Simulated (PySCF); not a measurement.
From one molecule to another.

First species: C₂H₉GeN.
InChI=1S/C2H9GeN/c1-4(2)3/h1-3H3

Second species: diethyl sulfoxide, C₄H₁₀OS.
SMILES with atom numbers: `[CH3:1][CH2:2][S:3](=[O:4])[CH2:5][CH3:6]` (hydrogens: H7, H8, H9 on C1; H10, H11 on C2; H12, H13 on C5; H14, H15, H16 on C6)

Geometry (PBE0-D3(BJ)/def2-SVP, Å), atoms numbered from 1 in this order:
```xyz
16
C4H10OS angstrom
C      2.5524    0.3304   -0.8330
C      1.4064   -0.3949   -0.1588
S     -0.1734    0.3227   -0.7319
O     -0.1537    1.7630   -0.2876
C     -1.2629   -0.5449    0.4516
C     -2.6502    0.0579    0.3753
H      2.5572    0.1564   -1.9201
H      3.5175   -0.0077   -0.4282
H      2.4585    1.4122   -0.6572
H      1.3851   -1.4730   -0.3880
H      1.4277   -0.2564    0.9342
H     -0.8141   -0.4008    1.4476
H     -1.2443   -1.6173    0.1967
H     -3.3024   -0.3692    1.1510
H     -2.5877    1.1453    0.5293
H     -3.1176   -0.1253   -0.6045
```

Levels: B3LYP/def2-SVPD for dipole moment, HOMO energy, LUMO energy, HOMO–LUMO gap, static isotropic polarisability and electronic spatial extent ⟨r²⟩ about the centre of nuclear charge; TDDFT B3LYP/def2-SVPD for lowest singlet excitation; TDA B3LYP/def2-SVPD for lowest triplet excitation (Tamm–Dancoff); ΔSCF B3LYP/def2-SVPD for vertical ionisation energy; PBE0-D3(BJ)/def2-SVP for rotational constant A and rotational constant C. Geometries: PBE0-D3(BJ)/def2-SVP. Each species is one conformer at its optimised geometry, gas phase, non-relativistic unless stated; the electronic structure was computed with PySCF and density fitting.

Dipoles, sizes and rotational constants follow the conformer. The torsions of the flexible species, by atom-mapped SMILES:
- `[CH3:1][CH2:2][S:3](=[O:4])[CH2:5][CH3:6]`: C1–C2–S3–O4 -62°, C2–S3–C5–C6 170°

| property | column X | column Y |
| --- | --- | --- |
| dipole moment | 3.94 D | 0.41 D |
| HOMO energy | -6.37 eV | -5.97 eV |
| LUMO energy | 0.24 eV | 0.04 eV |
| HOMO–LUMO gap | 6.61 eV | 6.01 eV |
| lowest singlet excitation | 5.68 eV | 5.04 eV |
| lowest triplet excitation (Tamm–Dancoff) | 5.08 eV | 4.89 eV |
| static isotropic polarisability | 78.3 au | 68.3 au |
| vertical ionisation energy | 8.64 eV | 8.15 eV |
| electronic spatial extent ⟨r²⟩ about the centre of nuclear charge | 880 bohr² | 576 bohr² |
| rotational constant A | 6.426 GHz | 8.316 GHz |
| rotational constant C | 1.482 GHz | 2.296 GHz |

(1) Which column belongs to which species?

(2) How does each property change from the first species to the second?

Results:

(1) Column X is the second species and column Y the first. The first has 13 atoms and 60 electrons, the second 16 and 58.

(2) dipole moment +3.53 D; HOMO energy -0.40 eV; LUMO energy +0.20 eV; HOMO–LUMO gap +0.60 eV; lowest singlet excitation +0.64 eV; lowest triplet excitation (Tamm–Dancoff) +0.19 eV; static isotropic polarisability +10.0 au; vertical ionisation energy +0.49 eV; electronic spatial extent ⟨r²⟩ about the centre of nuclear charge +304 bohr²; rotational constant A -1.890 GHz; rotational constant C -0.814 GHz.

On the first: No computed singlet falls in the visible range (750 to 380 nm, 1.65 to 3.26 eV); S1 lies 1.78 eV above its blue end. The polarisability is 10.12 Å³ as a volume (1 au = 0.148185 Å³), or 1.14 au for each of the 60 electrons. The calculation is non-relativistic and has no spin–orbit coupling, an omission that weighs most on germanium.

On the second: S1 lies 0.93 eV below the HOMO–LUMO gap. The ΔSCF ionisation energy exceeds −ε(HOMO) by 2.27 eV with B3LYP.
